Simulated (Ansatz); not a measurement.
Cost and result for the atomization energy of C₂H₁₀N₂Sn (`C[NH][SnH2][NH]C`) (15 atoms, 14 bonds).

| atom | x (Å) | y (Å) | z (Å) |
| --- | --- | --- | --- |
| C1 | 1.5552 | -1.1649 | -1.0602 |
| N2 | 1.4375 | -0.5549 | 0.2504 |
| Sn3 | 0.5451 | 1.2455 | 0.4306 |
| N4 | -1.3300 | 0.8000 | -0.1659 |
| C5 | -2.1232 | -0.1329 | 0.6115 |
| H6 | 1.7572 | -2.2376 | -0.9673 |
| H7 | 2.3389 | -0.7331 | -1.7000 |
| H8 | 0.6056 | -1.0657 | -1.5923 |
| H9 | 2.2805 | -0.6615 | 0.7960 |
| H10 | 0.7254 | 1.6761 | 2.0809 |
| H11 | 1.0858 | 2.4628 | -0.6498 |
| H12 | -1.8719 | 1.5945 | -0.4736 |
| H13 | -2.5370 | 0.2800 | 1.5433 |
| H14 | -1.5079 | -0.9955 | 0.8797 |
| H15 | -2.9611 | -0.5125 | 0.0166 |

The species carries charge 0 and has multiplicity 1. Correlated methods include outer-core shells of Sn, which these sets cover unevenly. Sn: def2 effective core potential. Geometry: relaxed with PBE0-D4/def2-TZVP. It is one conformer, not always the lowest. Program: Ansatz. All runs use 2 threads of an AMD EPYC 7R13 on a shared host and a share of an NVIDIA H100 80 GB. Times are those of one run each, without the atoms' runs, and a repeat can differ threefold. Electronic energies, without spin–orbit coupling; frozen cores. CCSD(T)/CBS adds CCSD(T) − MP2 in def2-TZVPP to the MP2 limit, and its time is that of the two runs behind it. T1 = 0.012. With those shells the extrapolation isn't a true limit. B3LYP takes the VWN-RPA correlation (the form of Gaussian; ORCA's B3LYP/G).

CCSD(T)/CBS is a level of theory with its own doubt, some kJ/mol a heavy atom from the limit and from the frozen cores, so smaller differences don't rank the functionals.

| level | functions | wall time | atomization (kJ/mol) | difference from CCSD(T)/CBS | per bond |
| --- | --- | --- | --- | --- | --- |
| r2SCAN-D4/def2-TZVPP (with forces) | 314 | 3.4 s | 4972.8 | -46.3 | -3.3 |
| B3LYP-D4/def2-TZVPP (with forces) | 314 | 3.7 s | 5013.9 | -5.2 | -0.4 |
| PBE0-D4/def2-TZVPP | 314 | 4.1 s | 4991.3 | -27.8 | -2.0 |
| ωB97X-V/def2-TZVPP | 314 | 4.1 s | 5030.5 | 11.4 | 0.8 |
| PBE-D4/def2-TZVPP (with forces) | 314 | 4.2 s | 5078.9 | 59.8 | 4.3 |
| B2PLYP/def2-TZVPP | 314 | 4.2 s | 4940.5 | -78.6 | -5.6 |
| ωB97M-V/def2-TZVPP (with forces) | 314 | 5 s | 5011.8 | -7.3 | -0.5 |
| MP2/def2-QZVPP | 610 | 5.5 s | 4968.2 | -50.9 | -3.6 |
| CCSD(T)/def2-TZVPP | 314 | 6.5 s | 4873.8 | -145.3 | -10.4 |
| CCSD(T)/CBS(def2) | – | 12 s | 5019.1 | 0.0 | 0.0 |

From PBE to PBE0 (25 % exact exchange), in def2-TZVPP and without D4, the atomization energy moves by −83.1 kJ/mol: exact exchange takes away binding that semilocal exchange gives to molecules. The D4 term adds +49.2 kJ/mol with B3LYP and +26.3 kJ/mol with PBE0; it sums over pairs of atoms, weighted by their polarisabilities, and B3LYP, whose exchange is more repulsive, gets the larger term. In def2-TZVPP, CCSD(T) changes the Hartree–Fock value by +1395.7 kJ/mol (the triples alone add +72.7 kJ/mol) and MP2 by +1403.2 kJ/mol; breaking electron pairs costs correlation energy, which Hartree–Fock lacks.

Spin–orbit coupling would lower the free Sn atoms strongly, and the atomization energy with them, by more than many differences here. For some Ge, Se and Sn compounds the MP2-based and the directly extrapolated limit differ by 10 to 25 kJ/mol.
